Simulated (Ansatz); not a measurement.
Single points on ZrO₂.

```yaml
crystal:
  periodic: [false, false, false]
  atoms:
    - {symbol: Zr, position_ang: [-0.564290, -0.394521, 0.056594]}
    - {symbol: O, position_ang: [-0.536615, 1.327623, -0.312155]}
    - {symbol: O, position_ang: [1.100905, -0.933093, 0.255562]}
basis:
  gaussian: {orbitals: def2-TZVP, initial_orbitals: start.molden}
hamiltonian: {xc: {name: BLYP}, dispersion: d4}
scf: {omitted_lower_state_checks: [starts]}
output: {orbitals: {seedname: orbitals}}
```

The file start.molden holds the orbitals of an earlier run on this structure, at another level or in another basis.

```sh
$ ansatz run in.yaml --threads 4 --pin off --events-out ev --progress --plain --max-ram 3916MiB
```

It prints (some lines left out):

```
Functional definition: BLYP
623 factors; their error is unknown
mean field evaluation 1: about -5376.5600 eV, gradient 1.2e1 eV
mean field evaluation 2: about -5376.7457 eV, gradient 2.1e-1 eV
mean field evaluation 4: about -5376.7444 eV, gradient 5.7e-2 eV
mean field -5376.74442526 eV, -197.5917131402 hartree, gradient 1.8e-5 eV, S^2 0.000000; 0 other end points of the search recorded, 0 dependent functions left out
reference -5376.74474588 eV, -197.5917249225 hartree; 14, 14 occupied and 88, 88 virtual orbitals, 623 factors
Total energy: -5376.87055989 eV, -197.5963485023 hartree
Checks for a lower state left out: starts
```

Run time 0.4 s (4 threads of INTEL XEON PLATINUM 8581C on a shared host).

First input, but with `hamiltonian: {xc: pbe0, dispersion: d4}`, `output: {forces: true, orbitals: {seedname: orbitals}}` and without the key `scf` (abridged; 0.8 s):

```
Functional definition: PBE0
mean field evaluation 16: about -5370.7574 eV, gradient 2.6e1 eV
mean field -5372.57824624 eV, -197.4386088849 hartree, gradient 1.4e-5 eV, S^2 0.000000; 1 other end points of the search recorded, 0 dependent functions left out
Total energy: -5372.62642766 eV, -197.4403795196 hartree
Atom 0 force     0.000121     0.000085    -0.000012 eV/Å
Atom 1 force    -0.000037    -0.000074     0.000014 eV/Å
Atom 2 force    -0.000084    -0.000010    -0.000002 eV/Å
Dipole moment:    -1.347121    -0.941841     0.135105 e Å
```

First input, but with `gaussian: {orbitals: def2-SVP, initial_orbitals: start.molden}`, `hamiltonian: {xc: pbe, dispersion: d4}` (abridged; 0.3 s):

```
Functional definition: PBE
mean field -5368.75828942 eV, -197.2982280612 hartree, gradient 2.8e-5 eV, S^2 0.000000
Total energy: -5368.81596706 eV, -197.3003476752 hartree
Checks for a lower state left out: starts
```

As the first input, with `gaussian: {orbitals: def2-SVP, initial_orbitals: start.molden}`, `hamiltonian: {xc: pbe0, dispersion: d4}` (abridged; 0.35 s):

```
Functional definition: PBE0
mean field -5367.28607660 eV, -197.2441252377 hartree, gradient 6.0e-6 eV, S^2 0.000000
Total energy: -5367.33424518 eV, -197.2458954006 hartree
Checks for a lower state left out: starts
```

Geometry: PBE0-D4/def2-TZVP.

In the def2 sets Zr takes a core potential; there is no spin–orbit coupling. The structure comes from a short search, and lower isomers may exist.
